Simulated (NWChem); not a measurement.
System: SiHCl, singlet; SMILES [SiH]Cl

Output (shortened):

```
             Northwest Computational Chemistry Package (NWChem) 7.3.0
             --------------------------------------------------------

 CS  symmetry detected

                             Geometry "geometry" -> ""
                             -------------------------

 Output coordinates in angstroms (scale by  1.889725989 to convert to a.u.)

  No.       Tag          Charge          X              Y              Z
 ---- ---------------- ---------- -------------- -------------- --------------
    1 Si                  14.0000    -0.08034568    -1.10415368     0.00000000
    2 H                    1.0000     1.44652882    -1.29048142     0.00000000
    3 Cl                  17.0000    -0.01892290     0.98521370     0.00000000

 Effective nuclear repulsion energy (a.u.)      68.3925021020

      Symmetry information
      --------------------

 Group name             Cs
 Group number              2
 Group order               2
 No. of unique centers     3

  pbe96 is a nonlocal functional; adding pw91lda local functional.

                                 NWChem DFT Module
                                 -----------------

 Summary of "ao basis" -> "ao basis" (spherical)
 ------------------------------------------------------------------------------
       Tag                 Description            Shells   Functions and Types
 ---------------- ------------------------------  ------  ---------------------
 Si                         def2-svp                 8       18   4s3p1d
 H                          def2-svp                 3        5   2s1p
 Cl                         def2-svp                 8       18   4s3p1d

      Symmetry analysis of basis
      --------------------------

        a'         30
        a"         11

            General Information
            -------------------
          SCF calculation type: DFT
          Wavefunction type:  closed shell.
          No. of atoms     :     3
          No. of electrons :    32
           Alpha electrons :    16
            Beta electrons :    16
          Charge           :     0
          Spin multiplicity:     1
          Use of symmetry is: off; symmetry adaption is: on
          Maximum number of iterations: 150
          AO basis - number of functions:    41
                     number of shells:    19
          Convergence on energy requested:  1.00D-06
          Convergence on density requested:  1.00D-05
          Convergence on gradient requested:  5.00D-04

              XC Information
              --------------
          PerdewBurkeErnzerhof Exchange Functional  1.000
            Perdew 1991 LDA Correlation Functional  1.000 local
           PerdewBurkeErnz. Correlation Functional  1.000 non-local

             Grid Information
             ----------------
          Grid used for XC integration:  medium
          Radial quadrature: Mura-Knowles
          Angular quadrature: Lebedev.
          Tag              B.-S. Rad. Rad. Pts. Rad. Cut. Ang. Pts.
          ---              ---------- --------- --------- ---------
          Si                  1.10       88           7.0       590
          H                   0.35       45           8.0       434
          Cl                  1.00       88           8.0       590
          Grid pruning is: on
          Number of quadrature shells:   221
          Spatial weights used:  Erf1

      Superposition of Atomic Density Guess
      -------------------------------------

 Sum of atomic energies:        -748.56134254

      Non-variational initial energy
      ------------------------------

 Total energy =    -748.711551
 1-e energy   =   -1172.204201
 2-e energy   =     355.100148
 HOMO         =      -0.225902
 LUMO         =      -0.060471

      Symmetry analysis of molecular orbitals - initial
      -------------------------------------------------

  Numbering of irreducible representations:

     1 a'          2 a"

  Orbital symmetries:

     1 a'          2 a'          3 a'          4 a'          5 a'
     6 a"          7 a'          8 a'          9 a'         10 a"
    11 a'         12 a'         13 a'         14 a"         15 a'
    16 a'         17 a"         18 a'         19 a'         20 a'
    21 a'         22 a'         23 a"         24 a'         25 a"
    26 a"

   convergence    iter        energy       DeltaE   RMS-Dens  Diis-err
 ---------------- ----- ----------------- --------- --------- ---------
 d= 0,ls=0.0,diis     1   -749.6647819719 -8.18D+02  2.83D-02  2.76D-01
 d= 0,ls=0.0,diis     2   -749.5746384914  9.01D-02  2.21D-02  6.84D-01
 d= 0,ls=0.0,diis     3   -749.6924339951 -1.18D-01  6.31D-03  4.68D-02
 d= 0,ls=0.0,diis     4   -749.7000105812 -7.58D-03  2.19D-03  3.34D-03
 d= 0,ls=0.0,diis     5   -749.7005621333 -5.52D-04  4.88D-04  1.29D-04
  Resetting Diis
 d= 0,ls=0.0,diis     6   -749.7005877228 -2.56D-05  1.19D-04  1.23D-05
 d= 0,ls=0.0,diis     7   -749.7005905981 -2.88D-06  4.30D-05  4.64D-07
 d= 0,ls=0.0,diis     8   -749.7005904753  1.23D-07  2.79D-05  1.17D-06
 d= 0,ls=0.0,diis     9   -749.7005906790 -2.04D-07  5.26D-06  3.68D-08

         Total DFT energy =     -749.700590679010
      One electron energy =    -1172.850647663538
           Coulomb energy =      403.887876354776
    Exchange-Corr. energy =      -49.130321472208
 Nuclear repulsion energy =       68.392502101961

 Numeric. integr. density =       31.999996123154

                  Occupations of the irreducible representations
                  ----------------------------------------------

                     irrep           alpha         beta
                     --------     --------     --------
                     a'               13.0         13.0
                     a"                3.0          3.0

                       DFT Final Molecular Orbital Analysis
                       ------------------------------------

 Vector   14  Occ=2.000000D+00  E=-3.097903D-01  Symmetry=a"
              MO Center= -2.4D-02,  7.6D-01,  5.5D-13, r^2= 1.5D+00
   Bfn.  Coefficient  Atom+Function         Bfn.  Coefficient  Atom+Function
  ----- ------------  ---------------      ----- ------------  ---------------
    36      0.596339  3 Cl pz                33      0.449210  3 Cl pz
    30      0.262847  3 Cl pz                13      0.155401  1 Si pz
    10      0.126418  1 Si pz                 7     -0.070328  1 Si pz
    15      0.054623  1 Si d -1              38     -0.029354  3 Cl d -1

 Vector   15  Occ=2.000000D+00  E=-2.968465D-01  Symmetry=a'
              MO Center= -1.1D-01,  4.8D-01, -1.6D-13, r^2= 2.2D+00
   Bfn.  Coefficient  Atom+Function         Bfn.  Coefficient  Atom+Function
  ----- ------------  ---------------      ----- ------------  ---------------
    34      0.521081  3 Cl px                31      0.390400  3 Cl px
    35     -0.235457  3 Cl py                 3     -0.231287  1 Si s
    28      0.228207  3 Cl px                32     -0.184945  3 Cl py
     4     -0.147140  1 Si s                  2     -0.137782  1 Si s
     9      0.123395  1 Si py                11      0.108569  1 Si px

 Vector   16  Occ=2.000000D+00  E=-2.125017D-01  Symmetry=a'
              MO Center= -3.7D-02, -8.9D-01, -1.8D-13, r^2= 3.0D+00
   Bfn.  Coefficient  Atom+Function         Bfn.  Coefficient  Atom+Function
  ----- ------------  ---------------      ----- ------------  ---------------
     3      0.369586  1 Si s                  4      0.366510  1 Si s
    34      0.323612  3 Cl px                19     -0.280434  2 H  s
     8     -0.274991  1 Si px                20     -0.267335  2 H  s
    11     -0.239169  1 Si px                31      0.221837  3 Cl px
     2      0.216481  1 Si s                  5      0.144907  1 Si px

[...]

                                NWChem TDDFT Module
                                -------------------

            General Information
            -------------------
           No. of orbitals :      82
            Alpha orbitals :      41
             Beta orbitals :      41
        Alpha frozen cores :       0
         Beta frozen cores :       0
     Alpha frozen virtuals :       0
      Beta frozen virtuals :       0
         Spin multiplicity :       1
    Number of AO functions :      41
        Use of symmetry is : off
      Symmetry adaption is : on
         Schwarz screening :  0.10D-07

              XC Information
              --------------
   PerdewBurkeErnzerhof Exchange Functional   1.00
     Perdew 1991 LDA Correlation Functional   1.00 local
    PerdewBurkeErnz. Correlation Functional   1.00 non-local

             TDDFT Information
             -----------------
          Calculation type : Tamm-Dancoff TDDFT
         Wavefunction type : Restricted singlets
          No. of electrons :      32
           Alpha electrons :      16
            Beta electrons :      16
              No. of roots :       6
          Max subspacesize :    5200
            Max iterations :     100
               Target root :       1
           Target symmetry : none
      Symmetry restriction : off
                 Algorithm : Optimal
        Davidson threshold :  0.10D-03

    6 smallest eigenvalue differences (eV)
--------------------------------------------------------
  No. Spin  Occ  Vir  Irrep   E(Occ)    E(Vir)   E(Diff)
--------------------------------------------------------
    1    1   16   17 a"       -0.213    -0.137     2.041
    2    1   15   17 a"       -0.297    -0.137     4.337
    3    1   14   17 a'       -0.310    -0.137     4.689
    4    1   16   18 a'       -0.213    -0.022     5.183
    5    1   13   17 a"       -0.339    -0.137     5.480
    6    1   16   19 a'       -0.213     0.038     6.821
--------------------------------------------------------

  Entering Davidson iterations
  Restricted singlet excited states

  Iter   NTrls   NConv    DeltaV     DeltaE      Time
  ----  ------  ------  ---------  ---------  ---------
    1      6       0     0.15E+00   0.10+100        0.9
    2     12       0     0.49E-01   0.35E-01        0.9
    3     18       0     0.39E-01   0.10E-01        0.9
    4     24       4     0.53E-02   0.22E-02        0.8
    5     26       5     0.58E-03   0.55E-04        0.7
    6     27       6     0.77E-04   0.59E-06        0.6
  ----  ------  ------  ---------  ---------  ---------
  Convergence criterion met

  Ground state a'       -749.700590679010 a.u.

  ----------------------------------------------------------------------------
  Root   1 singlet a"             0.096871452 a.u.                2.6360 eV
  ----------------------------------------------------------------------------
     Transition Moments    X  0.00000   Y -0.00000   Z  0.56276
     Dipole Oscillator Strength                    0.0204527224
     Electric Quadrupole                           0.0000000279
     Magnetic Dipole                               0.0000013683
     Total Oscillator Strength                     0.0204541186

     Occ.   12  a'  ---  Virt.   17  a"       0.08600
     Occ.   15  a'  ---  Virt.   17  a"      -0.15905
     Occ.   16  a'  ---  Virt.   17  a"      -0.98077
  ----------------------------------------------------------------------------
  Root   2 singlet a"             0.170728877 a.u.                4.6458 eV
  ----------------------------------------------------------------------------
     Transition Moments    X -0.00000   Y -0.00000   Z  0.42547
     Dipole Oscillator Strength                    0.0206038929
     Electric Quadrupole                           0.0000000878
     Magnetic Dipole                               0.0000007663
     Total Oscillator Strength                     0.0206047470

     Occ.   12  a'  ---  Virt.   17  a"       0.09810
     Occ.   13  a'  ---  Virt.   17  a"       0.12186
     Occ.   15  a'  ---  Virt.   17  a"       0.97563
     Occ.   16  a'  ---  Virt.   17  a"      -0.14160
  ----------------------------------------------------------------------------
  Root   3 singlet a'             0.202794826 a.u.                5.5183 eV
  ----------------------------------------------------------------------------
     Transition Moments    X -0.14125   Y -0.15775   Z -0.00000
     Dipole Oscillator Strength                    0.0060617570
     Electric Quadrupole                           0.0000001336
     Magnetic Dipole                               0.0000006911
     Total Oscillator Strength                     0.0060625816

     Occ.   12  a'  ---  Virt.   18  a'       0.06339
     Occ.   13  a'  ---  Virt.   18  a'      -0.10743
     Occ.   14  a"  ---  Virt.   17  a"      -0.77378
     Occ.   15  a'  ---  Virt.   19  a'      -0.08040
     Occ.   16  a'  ---  Virt.   18  a'      -0.60419
     Occ.   16  a'  ---  Virt.   19  a'       0.07740
  ----------------------------------------------------------------------------
  Root   4 singlet a"             0.210135137 a.u.                5.7181 eV
  ----------------------------------------------------------------------------
     Transition Moments    X -0.00000   Y -0.00000   Z  0.24833
     Dipole Oscillator Strength                    0.0086388434
     Electric Quadrupole                           0.0000001853
     Magnetic Dipole                               0.0000027590
     Total Oscillator Strength                     0.0086417877

     Occ.   12  a'  ---  Virt.   17  a"       0.07641
     Occ.   13  a'  ---  Virt.   17  a"      -0.98908
     Occ.   15  a'  ---  Virt.   17  a"       0.10742
  ----------------------------------------------------------------------------
  Root   5 singlet a'             0.223974299 a.u.                6.0947 eV
  ----------------------------------------------------------------------------
     Transition Moments    X -0.09506   Y  1.03233   Z  0.00000
     Dipole Oscillator Strength                    0.1604768200
     Electric Quadrupole                           0.0000000690
     Magnetic Dipole                               0.0000013860
     Total Oscillator Strength                     0.1604782749

     Occ.   13  a'  ---  Virt.   18  a'       0.20976
     Occ.   13  a'  ---  Virt.   19  a'      -0.05916
     Occ.   14  a"  ---  Virt.   17  a"       0.55470
     Occ.   15  a'  ---  Virt.   18  a'      -0.25786
     Occ.   15  a'  ---  Virt.   19  a'       0.07094
     Occ.   16  a'  ---  Virt.   18  a'      -0.73158
     Occ.   16  a'  ---  Virt.   19  a'       0.16514
     Occ.   16  a'  ---  Virt.   24  a'      -0.05514
  ----------------------------------------------------------------------------
  Root   6 singlet a'             0.280106006 a.u.                7.6221 eV
  ----------------------------------------------------------------------------
     Transition Moments    X  0.83782   Y  0.28361   Z -0.00000
     Dipole Oscillator Strength                    0.1460977901
     Electric Quadrupole                           0.0000015337
     Magnetic Dipole                               0.0000013597
     Total Oscillator Strength                     0.1461006835

     Occ.   13  a'  ---  Virt.   18  a'       0.20011
     Occ.   13  a'  ---  Virt.   19  a'       0.12986
     Occ.   15  a'  ---  Virt.   18  a'       0.61628
     Occ.   15  a'  ---  Virt.   19  a'       0.06292
     Occ.   16  a'  ---  Virt.   19  a'       0.74001
     Occ.   16  a'  ---  Virt.   20  a'       0.07221

              Target root =      1
          Target symmetry = none
      Ground state energy =   -749.700590679010
        Excitation energy =      0.096871452318
     Excited state energy =   -749.603719226692

  stored tddft:energy   -749.60371922669151
```

Level: PBE/def2-SVP, TDA. Low-valent species are run as closed-shell singlets; no triplet was tried in these runs. The geometry was optimised at PBE0/def2-SVP.

Question: Reconstruct the input file.

Answer: One answer among several that fit: the input that was run:
```
start job
memory heap 200 mb stack 700 mb global 900 mb
geometry units angstroms noautoz
  Si    -0.109798    -1.102813     0.000000
  H      1.413583    -1.315825     0.000000
  Cl    -0.011831     0.985160     0.000000
end
basis spherical
  * library def2-svp
end
dft
  xc xpbe96 cpbe96
  iterations 150
end
tddft
  cis
  nroots 6
  notriplet
end
task tddft energy
```
